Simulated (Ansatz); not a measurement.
**Question.** Name a neutral molecule of Br, Cl, N, O, Si and H with LUMO energy (PBE/def2-TZVPP) between -0.80 and -0.50 eV and HOMO–LUMO gap (PBE0/def2-TZVPP) between 8.25 and 8.55 eV (Ansatz, PBE0-D4/def2-TZVP geometry).

**Answer.** `N[Si](O)(Cl)Br` (-0.69 eV, 8.30 eV). Other molecules can fit too; these were computed, each in one conformer that needn't be the lowest.
